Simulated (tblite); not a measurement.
C₅H₁₃BN₂O.
Atom-mapped SMILES: `[CH3:1][C@@H:2]([CH:3]=[O:4])[C@@H:5]([CH3:6])[B:7]([NH2:8])[NH2:9]` (hydrogens: H10, H11, H12 on C1; H13 on C2; H14 on C3; H15 on C5; H16, H17, H18 on C6; H19, H20 on N8; H21, H22 on N9)

Computed with GFN2-xTB (tblite), gas phase: L-BFGS steps from a force-field or distance-geometry start until the largest atomic force falls under 0.01 eV/Å.

Step 63: E = -775.6484 eV
```
atom  x, y, z in Å  |  force x, y, z in eV/Å
C1     -1.7024    1.2516    0.2539    0.000  -0.008   0.013
C2     -1.1560   -0.1228    0.6537   -0.002   0.021   0.010
C3     -1.6261   -1.1128   -0.3695   -0.008   0.020   0.012
O4     -2.3503   -2.0489   -0.1663    0.019  -0.006  -0.005
C5      0.3894   -0.1125    0.7326    0.001   0.007  -0.017
C6      0.8972   -1.5107    1.1018   -0.007  -0.012   0.011
B7      1.0972    0.4664   -0.5953    0.005  -0.006  -0.012
N8      1.3285   -0.3520   -1.7087    0.019  -0.006  -0.025
N9      1.4972    1.8111   -0.6270   -0.004  -0.007  -0.028
H10    -1.3747    1.5010   -0.7539   -0.015   0.027   0.060
H11    -1.3358    2.0131    0.9393   -0.006  -0.027  -0.023
H12    -2.7912    1.2566    0.2830    0.033  -0.014  -0.006
H13    -1.5640   -0.4111    1.6293   -0.014  -0.008  -0.011
H14    -1.2535   -0.8898   -1.3889   -0.012  -0.009  -0.006
H15     0.6403    0.5480    1.5713   -0.009   0.011  -0.016
H16     0.4929   -1.8311    2.0609   -0.001   0.000   0.010
H17     1.9831   -1.5065    1.1671   -0.009  -0.012   0.023
H18     0.6026   -2.2489    0.3580   -0.003   0.025  -0.002
H19     1.7928   -0.0347   -2.5414    0.007  -0.010   0.007
H20     1.1202   -1.3332   -1.7222    0.012   0.006  -0.015
H21     1.3405    2.4491    0.1301    0.006   0.014   0.024
H22     1.9617    2.2375   -1.4095   -0.012  -0.010  -0.004
```

Step 64: E = -775.6489 eV
```
atom  x, y, z in Å  |  force x, y, z in eV/Å
C1     -1.7019    1.2529    0.2568    0.002  -0.017   0.010
C2     -1.1557   -0.1228    0.6530    0.003   0.026   0.013
C3     -1.6252   -1.1118   -0.3720   -0.011   0.021   0.027
O4     -2.3472   -2.0496   -0.1682    0.021  -0.003  -0.013
C5      0.3902   -0.1133    0.7320    0.001   0.025  -0.019
C6      0.8972   -1.5109    1.1032   -0.012  -0.001   0.011
B7      1.0979    0.4649   -0.5959   -0.001  -0.002  -0.015
N8      1.3293   -0.3535   -1.7090    0.012   0.000  -0.015
N9      1.4953    1.8101   -0.6302   -0.002  -0.006  -0.027
H10    -1.3684    1.5054   -0.7484   -0.022   0.036   0.063
H11    -1.3399    2.0120    0.9477   -0.004  -0.033  -0.031
H12    -2.7912    1.2573    0.2803    0.045  -0.018  -0.007
H13    -1.5619   -0.4122    1.6293   -0.020  -0.013  -0.024
H14    -1.2540   -0.8877   -1.3920   -0.016  -0.006   0.007
H15     0.6407    0.5484    1.5698   -0.009   0.011  -0.011
H16     0.4850   -1.8321    2.0582   -0.004  -0.010   0.025
H17     1.9823   -1.5054    1.1782   -0.003  -0.012   0.017
H18     0.6090   -2.2478    0.3562   -0.002   0.013  -0.009
H19     1.7897   -0.0346   -2.5430    0.011  -0.020   0.000
H20     1.1204   -1.3343   -1.7203    0.016  -0.005  -0.029
H21     1.3413    2.4479    0.1273    0.003   0.023   0.031
H22     1.9566    2.2366   -1.4145   -0.008  -0.009  -0.005
```

Problem. Estimate the geometry and energy of step 65. (The exact step hangs on the optimiser's Hessian estimate; all steps are aligned on step 64, rigid shifts and turns removed.)

Solution. E = -775.6495 eV, largest force 0.067 eV/Å
```
atom  x, y, z in Å  |  force x, y, z in eV/Å
C1     -1.7012    1.2545    0.2610    0.006  -0.023   0.005
C2     -1.1553   -0.1226    0.6522    0.010   0.018   0.012
C3     -1.6242   -1.1103   -0.3749   -0.010   0.015   0.033
O4     -2.3426   -2.0509   -0.1709    0.020   0.000  -0.014
C5      0.3909   -0.1140    0.7309    0.003   0.036  -0.014
C6      0.8970   -1.5110    1.1051   -0.015   0.013   0.010
B7      1.0985    0.4631   -0.5972   -0.006   0.001  -0.018
N8      1.3306   -0.3555   -1.7096    0.001   0.007   0.003
N9      1.4926    1.8090   -0.6344   -0.001   0.006  -0.020
H10    -1.3604    1.5120   -0.7399   -0.023   0.044   0.045
H11    -1.3447    2.0101    0.9581    0.000  -0.029  -0.025
H12    -2.7905    1.2580    0.2768    0.043  -0.021  -0.005
H13    -1.5599   -0.4136    1.6289   -0.025  -0.020  -0.035
H14    -1.2548   -0.8858   -1.3960   -0.018   0.004   0.026
H15     0.6408    0.5494    1.5674   -0.007   0.011  -0.003
H16     0.4750   -1.8334    2.0549   -0.009  -0.018   0.035
H17     1.9811   -1.5041    1.1926   -0.002  -0.010   0.009
H18     0.6174   -2.2461    0.3537   -0.001   0.000  -0.011
H19     1.7873   -0.0357   -2.5448    0.018  -0.024  -0.014
H20     1.1200   -1.3356   -1.7186    0.018  -0.024  -0.043
H21     1.3430    2.4463    0.1246    0.002   0.024   0.026
H22     1.9489    2.2357   -1.4214   -0.003  -0.008  -0.003
```

The energy changes by -0.0006 eV. The first-order estimate −F·Δx gives -0.0009 eV and the mean of the old and new forces, exact on a quadratic surface, -0.0006 eV. The step makes an angle of 80° with the force vector and moves no atom by more than 0.014 Å.

The cost below is that of the whole relaxation. On an Arm Neoverse N1 with one thread, no GPU, shared host, this took 1.8 s of wall time.
